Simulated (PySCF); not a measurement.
C₅H₁₅NOSi.
SMILES: `CC(C)O[SiH2]N(C)C`

Torsions of this conformer, `[CH3:1][CH:2]([CH3:3])[O:4][SiH2:5][N:6]([CH3:7])[CH3:8]`: C1–C2–O4–Si5 -146°, C2–O4–Si5–N6 -65°, O4–Si5–N6–C7 93°.

The closed-shell ground state was solved at several levels (PySCF, density fitting, gas phase, non-relativistic). The structure is a single PBE0-D3(BJ)/def2-SVP conformer in the gas phase; no vibrational or solvent corrections.

```
          level  basis functions  HOMO (eV)  LUMO (eV)  gap (eV)  dipole (D)
  PBE0/pcSseg-1              218      -6.47       1.05      7.52        1.72
B3LYP/def2-SVPD              287      -6.28       0.26      6.54        1.58
```

Task: Estimate the row for mPW1PW91/pcSseg-1, a basis of 218 functions; the other rows only guide the guess.

Result: HOMO -6.50 eV, LUMO 1.10 eV, gap 7.60 eV, dipole 1.73 D.

Task: Over all these levels, which gives the widest orbital gap and which the narrowest?

Result: mPW1PW91/pcSseg-1 (global hybrid, 25 % exact exchange) has the widest, 7.60 eV, and B3LYP/def2-SVPD (global hybrid, 20 % exact exchange) the narrowest, 6.54 eV. Functional and basis both differ between the two, so the spread mixes both effects.

Task: How far do the dipole and the HOMO energy spread over the levels?

Result: The dipole runs from 1.58 to 1.73 D (mean 1.68 D) and the HOMO from -6.50 to -6.28 eV.
